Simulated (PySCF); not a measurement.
# Property card for `FC[SiH2]C#CC1=CC1`

Species: C6H7FSi.
Atom-mapped SMILES: `[F:1][CH2:2][SiH2:3][C:4]#[C:5][C:6]1=[CH:7][CH2:8]1` (hydrogens: H9, H10 on C2; H11, H12 on Si3; H13 on C7; H14, H15 on C8)

Some functional groups and rings: alkyne, C=C double bond, C–F bond, Si–H bond, C–Si bond and cyclopropene ring.

From GFN2-xTB geometry:

- Point group of the GFN2-xTB geometry: C1
- Rotational constants A, B, C of the GFN2-xTB geometry: 6.449, 0.503, 0.489 GHz

From CAM-B3LYP/def2-SVPD ground state and vertical TDDFT (core frozen in the response) (PySCF):

* Dipole moment: 2.47 D
* HOMO energy: -8.30 eV
* LUMO energy: -0.61 eV
* HOMO–LUMO gap: 7.69 eV
* Lowest singlet excitation: 4.54 eV (273 nm, f = 0.000)
* Strongest line among the 8 lowest singlet transitions: S7 at 7.25 eV (171 nm, f = 0.444)
* Lowest triplet excitation (Tamm–Dancoff): 2.96 eV
* Static isotropic polarisability: 104.6 au
* Electronic spatial extent ⟨r²⟩ about the centre of nuclear charge: 2152 bohr²

**PBE0/pcSseg-1 ground state and GIAO shieldings, non-relativistic (PySCF)**

* Lowest Hirshfeld atomic charge: -0.15 e on C4
* Highest Hirshfeld atomic charge: +0.36 e on Si3
* 13C chemical shifts (computed TMS as zero) by class: 126.2 (C7), 113.2 (C4), 110.9 (C6), 105.5 (C5), 78.5 (C2), 14.4 (C8) ppm
* 1H chemical shifts (computed TMS as zero) by class: 7.36 (H13), 5.11 (H9/H10), 4.77 (H11/H12), 1.48 (H14/H15) ppm
* Isotropic shieldings of nuclei other than C and H, by class: 470 (F1), 423 (Si3) ppm
* Mayer bond orders between heavy atoms: F1–C2 0.84, C2–Si3 0.90, Si3–C4 0.99, C4–C5 2.15, C5–C6 0.91, C6–C7 1.55, C7–C8 0.99, C8–C6 0.88

Monoisotopic mass from the formula: 126.0301 u.

The 8 singlets span 4.54 to 7.30 eV, and their oscillator strengths add up to 0.95. The largest Löwdin shares of the HOMO are 0.24 on C7, 0.18 on C4, 0.17 on C6 and 0.13 on C5. S1 lies 3.15 eV below the HOMO–LUMO gap; its leading configuration is HOMO−1→LUMO, weight 0.96. The largest Löwdin shares of the LUMO are 0.25 on C7, 0.19 on C4, 0.18 on C6 and 0.16 on C5. The vertical singlet–triplet gap S1 − T1 is 1.58 eV (TDDFT singlet less Tamm–Dancoff triplet; S1: HOMO−1→LUMO, weight 0.96; T1: HOMO→LUMO, weight 0.92).

Isolated species at its GFN2-xTB geometry (one conformer only).

For the NMR shielding job (PBE0/pcSseg-1), time: 54 s (grids of density and orbitals included); peak memory 0.80 GiB. Hardware: one thread, Arm Neoverse N1 (aarch64), shared host with 64 logical CPUs at a one-minute load of 58.

The values belong to the conformer `[F:1][CH2:2][SiH2:3][C:4]#[C:5][C:6]1=[CH:7][CH2:8]1`: F1–C2–Si3–C4 178°.
